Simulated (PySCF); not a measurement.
**Dipole response of Ir (iridium, neutral)**

[Xe] 4f14 5d7 6s2, high-spin 4F determinant. Computed with PySCF 2.14 in aug-cc-pwCVTZ-PP with ECP60MDF, with a scalar-relativistic core potential. Coupled (time-dependent) response in atomic units; α is the mean over directions.

| method | mean α (bohr³) | C₆ (like pair) | S(−4) |
| --- | --- | --- | --- |
| HSE06 | 49.82 | 543.7 | 907.5 |

S(−4) is the Cauchy moment in α(ω) = α(0) + S(−4) ω² + …

Reference α: 54 ± 7 bohr³ (recommended; Schwerdtfeger and Nagle, table of static dipole polarizabilities (2023 update)). Published C₆: 522.0 (Gould and Bucko (2016)).

Spin-orbit coupling is absent.

α(iu) at HSE06:

```
u (hartree)  α(iu) (bohr³)
          0          49.82
     0.0500          47.69
      0.100          42.57
      0.200          31.19
      0.300          22.97
      0.500          14.13
      0.750          9.123
       1.00          6.526
       1.50          3.915
       2.00          2.636
       3.00          1.431
       5.00         0.6073
```

A single London oscillator, α(iu) = α/(1 + u²/ω²), gives C₆ = (3/4) ω α². Matching the computed C₆ needs ω = 4 × 543.7 / (3 × 49.82²) = 0.292 hartree.

Energies and moments cover only the electrons outside the core potential. Spin-orbit coupling, absent here, splits the open shell strongly.
